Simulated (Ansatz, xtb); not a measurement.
**C5H8OSi: which of two isomers lies lower**

Structure a: `OC1=C[C@@H]([SiH3])C=C1`, a singlet. Structure b: `OC1=CCC=C1[SiH3]`, a singlet. Both are isolated molecules in the gas phase, relaxed with B3LYP/def2-SVP; the shapes shown needn't be the lowest conformers.

a (Å):

```xyz
15

C    -1.6080    1.3503    0.7733
C    -2.2672    0.2868    0.2280
C    -2.7680   -0.5758    1.3473
C    -2.3824    0.1809    2.5804
C    -1.6779    1.2859    2.2289
O    -0.9520    2.3678    0.1702
Si   -1.8478   -2.2570    1.3203
H    -0.9984    2.2543   -0.7885
H    -2.3927    0.0668   -0.8330
H    -3.8476   -0.8124    1.2995
H    -2.2985   -3.1156    2.4580
H    -0.3798   -2.0285    1.4176
H    -2.1606   -2.9758    0.0489
H    -2.6205   -0.1414    3.5952
H    -1.2242    2.0240    2.8914
```

b (Å):

```xyz
15

C    -1.8607   -1.1886    1.3496
C    -2.1651   -1.4698    0.0584
C    -2.4421   -0.1718   -0.6474
C    -2.2487    0.8612    0.4307
C    -1.9074    0.2668    1.6026
O    -1.5390   -2.0122    2.3750
Si   -1.5560    1.0997    3.2451
H    -1.5457   -2.9299    2.0720
H    -2.2075   -2.4553   -0.4070
H    -1.7592    0.0108   -1.5006
H    -3.4649   -0.1191   -1.0701
H    -2.3720    1.9335    0.2660
H    -0.1676    0.8168    3.7127
H    -2.5038    0.6401    4.3019
H    -1.7131    2.5729    3.0642
```

Problem. Estimate which is lower in electronic energy at CCSD(T)/def2-SVP + ΔMP2/def2-TZVPP, and by roughly how much.

Solution. Too close to call at this level: CCSD(T)/def2-SVP + ΔMP2/def2-TZVPP gives E(b) − E(a) = +3.19 kJ/mol.

Level by level:

```tsv
level	geometry	E(b) − E(a) (kJ/mol)	departure from the last row (kJ/mol)	job, with rough time for the two
GFN2-xTB	GFN2-xTB	+4.54	+1.35	optimisation, 0.15 s
HF/STO-3G	GFN2-xTB	−18.91	−22.10	single point, 0.44 s
r2SCAN-D4/def2-SVP	GFN2-xTB	+2.32	−0.87	single point, 3.2 s
B3LYP/def2-SVP	B3LYP/def2-SVP	−1.90	−5.10	optimisation, 36 s
HF/def2-SVP	B3LYP/def2-SVP	−8.48	−11.68	part of the CCSD(T) run
MP2/def2-SVP	B3LYP/def2-SVP	+3.93	+0.74	part of the CCSD(T) run
CCSD(T)/def2-SVP	B3LYP/def2-SVP	−1.47	−4.66	single point
CCSD(T)/def2-SVP + ΔMP2/def2-TZVPP	B3LYP/def2-SVP	+3.19		single point, 51 s
```

As drawn, both hold the same kinds of bond in the same numbers.

The largest departure from CCSD(T)/def2-SVP + ΔMP2/def2-TZVPP is that of HF/STO-3G, 22.10 kJ/mol. The last row adds to CCSD(T) the change of the MP2 difference between the two basis sets, here +4.66 kJ/mol.

With thermal terms from frequencies at re-optimised GFN2-xTB minima (ideal gas, soft modes damped towards free rotors, one conformer each, 298.15 K, 1 atm): on the last row, ΔE + ΔZPE = +2.06, ΔH = +2.77, ΔG = +0.98 kJ/mol.

The correlated steps freeze 11 core orbitals. Mirror images aren't counted in ΔG. Programs: Ansatz 0.2.0, xtb 6.7.1; the last row on 2 threads of Intel(R) Xeon(R) 6975P-C (Granite Rapids) on a shared host.
